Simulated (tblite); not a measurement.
Input of a run (GFN2-xTB geometry optimisation, gas phase (tblite 0.8.0)), started from a force field or distance geometry:
```
{"job": {"kind": "relax", "xc": "GFN2-xTB", "basis": "xTB"}, "charge": 0, "multiplicity": 1}
C     -2.143200    -1.283300     0.648200
C     -1.046500    -1.139000     1.347400
Si     0.019200     0.358600     1.319800
Si    -0.855300     2.132800     0.251200
Si    -0.002700     1.281000    -1.620900
Si     1.519600     0.292400    -0.355100
C      1.946700    -1.452200    -0.740800
H     -2.487300    -0.486500     0.005700
H     -2.705200    -2.209800     0.737400
H     -0.766200    -1.993500     1.996600
H      0.679600     0.664100     2.578800
H     -0.164000     3.344100     0.698800
H     -2.301300     2.236600     0.250900
H      0.528000     2.277600    -2.561800
H     -1.006300     0.416000    -2.245200
H      2.712200     1.090600    -0.028800
H      3.019000    -1.542800    -1.002400
H      1.762200    -2.064500     0.199300
H      1.281700    -1.913000    -1.486500
```

Output (eV, eV/Å):
```
step      E/eV     max force
  0    -525.03254    2.820
  1    -525.32377    0.955
  2    -525.43232    0.952
  3    -525.53531    0.869
  4    -525.69204    0.751
  5    -525.75842    0.502
  6    -525.79951    0.491
  7    -525.84187    0.466
  8    -525.88681    0.628
  9    -525.92812    0.745
 10    -525.95246    0.524
 11    -525.96442    0.215
 12    -525.97357    0.208
 13    -525.98036    0.260
 14    -525.98566    0.239
 15    -525.98962    0.156
 16    -525.99353    0.188
 17    -525.99820    0.189
 18    -526.00297    0.232
 19    -526.00650    0.155
 20    -526.00866    0.104
 21    -526.01038    0.110
 22    -526.01230    0.126
 23    -526.01432    0.113
 24    -526.01617    0.109
 25    -526.01782    0.114
 26    -526.01953    0.127
 27    -526.02146    0.135
 28    -526.02335    0.122
 29    -526.02481    0.097
 30    -526.02603    0.093
 31    -526.02752    0.110
 32    -526.02955    0.184
 33    -526.03181    0.214
 34    -526.03369    0.154
 35    -526.03505    0.080
 36    -526.03642    0.105
 37    -526.03834    0.136
 38    -526.04063    0.155
 39    -526.04286    0.106
 40    -526.04508    0.120
 41    -526.04776    0.146
 42    -526.05103    0.205
 43    -526.05430    0.182
 44    -526.05675    0.096
 45    -526.05843    0.092
 46    -526.06028    0.154
 47    -526.06337    0.227
 48    -526.06797    0.240
 49    -526.07214    0.132
 50    -526.07271    0.254
 51    -526.07644    0.084
 52    -526.07813    0.086
 53    -526.08081    0.103
 54    -526.08254    0.100
 55    -526.08471    0.114
 56    -526.08682    0.108
 57    -526.09035    0.128
 58    -526.09512    0.136
 59    -526.10022    0.168
 60    -526.10431    0.172
 61    -526.10114    0.330
 62    -526.10922    0.136
 63    -526.11138    0.092
 64    -526.11440    0.064
 65    -526.11696    0.098
 66    -526.11793    0.088
 67    -526.11919    0.079
 68    -526.11994    0.052
 69    -526.12049    0.065
 70    -526.12088    0.046
 71    -526.12122    0.059
 72    -526.12155    0.064
 73    -526.12195    0.056
 74    -526.12248    0.057
 75    -526.12307    0.065
 76    -526.12376    0.064
 77    -526.12446    0.059
 78    -526.12509    0.051
 79    -526.12562    0.045
 80    -526.12609    0.044
 81    -526.12652    0.042
 82    -526.12694    0.044
 83    -526.12740    0.053
 84    -526.12793    0.058
 85    -526.12856    0.061
 86    -526.12928    0.067
 87    -526.13006    0.056
 88    -526.13076    0.064
 89    -526.13125    0.058
 90    -526.13159    0.040
 91    -526.13186    0.042
 92    -526.13219    0.050
 93    -526.13259    0.070
 94    -526.13297    0.065
 95    -526.13321    0.036
 96    -526.13334    0.027
 97    -526.13343    0.025
 98    -526.13353    0.022
 99    -526.13362    0.022
100    -526.13371    0.025
101    -526.13382    0.031
102    -526.13398    0.037
103    -526.13414    0.031
104    -526.13427    0.024
105    -526.13435    0.026
106    -526.13443    0.027
107    -526.13453    0.032
108    -526.13466    0.030
109    -526.13480    0.026
110    -526.13496    0.031
111    -526.13515    0.044
112    -526.13539    0.049
113    -526.13561    0.037
114    -526.13574    0.021
115    -526.13579    0.014
116    -526.13583    0.017
117    -526.13590    0.021
118    -526.13601    0.025
119    -526.13619    0.028
120    -526.13641    0.033
121    -526.13662    0.037
122    -526.13680    0.033
123    -526.13691    0.023
124    -526.13700    0.019
125    -526.13706    0.018
126    -526.13712    0.021
127    -526.13719    0.020
128    -526.13726    0.018
129    -526.13734    0.019
130    -526.13743    0.018
131    -526.13749    0.019
132    -526.13753    0.017
133    -526.13757    0.018
134    -526.13759    0.012
135    -526.13762    0.014
136    -526.13764    0.013
137    -526.13766    0.011
138    -526.13768    0.010
139    -526.13769    0.009
```

Q: Summarise the run.

A: The energy falls by 106.6 kJ/mol over 139 L-BFGS steps, the largest force on an atom goes from 2.82 to 0.009 eV/Å, and the atoms move by 0.734 Å rms after alignment. The bond that changes most is Si5–Si6 (SiH2 silicon to SiH silicon), which lengthens by 0.153 Å. Bonds longer at the end by more than 0.005 Å: 11 of 19; shorter: 5. Among the angles that change most is H12–Si4–H13, from 114.3° to 102.6°. Among the dihedrals that turn most is Si5–Si6–C7–H17, from 119° to 65°. The energy rose by more than 1e-5 eV at step 61. The first step brought 26 % of the lowering.

Q: What are the final bond lengths?

A: C1=C2 1.324 Å, C2–Si3 1.886 Å, Si3–Si4 2.363 Å, Si4–Si5 2.355 Å, Si5–Si6 2.366 Å, Si6–C7 1.906 Å, Si3–Si6 2.381 Å, C1–H8 1.080 Å, C1–H9 1.080 Å, C2–H10 1.084 Å, Si3–H11 1.476 Å, Si4–H12 1.469 Å, Si4–H13 1.470 Å, Si5–H14 1.469 Å, Si5–H15 1.471 Å, Si6–H16 1.477 Å, C7–H17 1.086 Å, C7–H18 1.086 Å, C7–H19 1.086 Å. Numbering counts from 1 in the input's order; the species is `C=C[Si@@H]1[SiH2][SiH2][Si@@H]1C`.

Its GFN2-xTB frequencies are all real (lowest 34 cm⁻¹). The numbers are those of one conformer.

All values are computed, not measured.
